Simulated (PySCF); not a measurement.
# How good is the calculation?

Geometry:
| atom | x (Å) | y (Å) | z (Å) |
| --- | --- | --- | --- |
| N1 | 3.496 | 1.147 | -0.937 |
| C2 | 2.883 | 0.431 | -0.257 |
| S3 | 2.076 | -0.652 | 0.777 |
| C4 | 0.411 | -0.311 | 0.378 |
| C5 | -0.482 | -0.997 | -0.399 |
| C6 | -1.714 | -0.291 | -0.285 |
| C7 | -1.465 | 0.762 | 0.549 |
| O8 | -0.188 | 0.752 | 0.960 |
| H9 | -0.269 | -1.890 | -0.982 |
| H10 | -2.661 | -0.531 | -0.763 |
| H11 | -2.083 | 1.573 | 0.926 |

PySCF 2.14 calculation with geometry: PBE0-D3(BJ)/def2-SVP and PBE0/pcSseg-1 with gauge-including orbitals; a single conformation, non-relativistic Hamiltonian, gas phase.

Reference values: estimated from measurements, as parent shift plus tabulated substituent increment (solution, not stated per compound (mostly CDCl3 or CCl4); Pretsch, Buehlmann, Badertscher, Structure Determination of Organic Compounds, 4th ed. (2009)).
| atoms | quantity | reference | computed | computed, scaled |
| --- | --- | --- | --- | --- |
| H11 | δ ¹H | 7.48 | 7.64 | 7.46 |
| H9 | δ ¹H | 6.70 | 7.09 | 6.94 |
| H10 | δ ¹H | 6.36 | 6.71 | 6.57 |

Computed shifts are σ(ref) − σ with the named reference compound (TMS for H and C) calculated as an isolated molecule at the same level. The measured values may be among those fitted. Shieldings were converted by linear fits to measured shifts (mostly CDCl3, TMS scale, for H and C): ¹H: δ = 29.91 − 0.950σ (rms 0.21 ppm, 511 shifts, 0.22 ppm with the 3 outliers that the fit left out). Occasional misses reach two or three times the rms, and more in compound classes unlike the fitted ones.

Task: How far are the unscaled ¹H shifts from the references?

Result: Mean signed difference +0.30 ppm, mean absolute 0.30 ppm over 3 comparisons; the largest is +0.39 ppm at H9 (hydrogen on an aromatic CH).
